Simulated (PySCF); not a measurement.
OPb, SMILES [O]=[Pb] (connectivity only; charge and spin as stated), neutral, multiplicity 1. Atoms are numbered in the order given.

```xyz
2

Pb     0.0000     0.0000    -0.1692
O      0.0000     0.0000     1.7343
```
Charge 0, spin multiplicity 1.

Coordinates come from a PBE0-D3(BJ)/def2-TZVP optimisation. The def2 effective core potentials stand for the cores of Pb; spin–orbit coupling is left out.

Computed with M06-2X/def2-TZVPD (PySCF).

Mulliken values depend strongly on the basis, most of all with diffuse functions as here. ESP charges are fitted to the potential on shells at 1.4 to 2.0 van der Waals radii. Atomic charges (e):

```csv
atom,ESP fit,Mulliken
Pb1,0.63,0.79
O2,-0.63,-0.79
```
